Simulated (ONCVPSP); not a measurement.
strontium: excitation energies, all-electron against ONCV

```json
{
 "Element": "Sr (Z = 38)",
 "Generator": "ONCVPSP 4.0.1",
 "Type": "optimised norm-conserving Vanderbilt (ONCV)",
 "Functional": "PBEsol",
 "Relativity": "scalar-relativistic",
 "Frozen core": "[Ar] 3d10",
 "Valence charge": "10",
 "Reference configuration": "4s2 4p6 5s2",
 "Partial waves": "4s+5s: rc 2.45 bohr, ncon 4, nbas 8, qcut 4.2 1/bohr, 2 projectors; 4p: rc 2.05 bohr, ncon 4, nbas 7, qcut 5.9 1/bohr, 2 projectors, debl 1.2 Ha; d scattering state at 0.13 Ha: rc 2.00 bohr, ncon 5, nbas 8, qcut 4 1/bohr, local",
 "Local potential": "the d channel",
 "Core correction": "polynomial model core, fcfact 0.75"
}
```

In the d channel the program set the typed energies aside and used 0.050 Ha.

Energies are relative to the spin-unpolarised reference configuration 4s2 4p6 5s2; without spin polarisation the order of configurations can differ from experiment.

Q: Give the all-electron excitation energy and the error of the potential for: 4s2 4p6 5s1; 4s2 4p6 5s0; 4s2 4p6 5s1.5; 4s2 4p6 5s0 5p2.

A:

```json
{"valence configuration": "4s2 4p6 5s1", "charge": "+1", "ΔE all-electron (eV)": "5.896", "error AE − PS (meV)": "-0.9"}
{"valence configuration": "4s2 4p6 5s0", "charge": "+2", "ΔE all-electron (eV)": "16.791", "error AE − PS (meV)": "-5.5"}
{"valence configuration": "4s2 4p6 5s1.5", "charge": "+0.5", "ΔE all-electron (eV)": "2.346", "error AE − PS (meV)": "-0.2"}
{"valence configuration": "4s2 4p6 5s0 5p2", "charge": "0", "ΔE all-electron (eV)": "4.722", "error AE − PS (meV)": "-3.5"}
```

Levels in the configuration 4s2 4p6 5s0:

```tsv
level	all-electron (eV)	pseudo (eV)
4s	-54.707	-54.772
4p	-36.506	-36.516
```

Note: ghosts flagged at negative energy: p at -352.5 eV; no localised positive-energy state flagged. A true bound ghost makes a file unfit for plane-wave use.
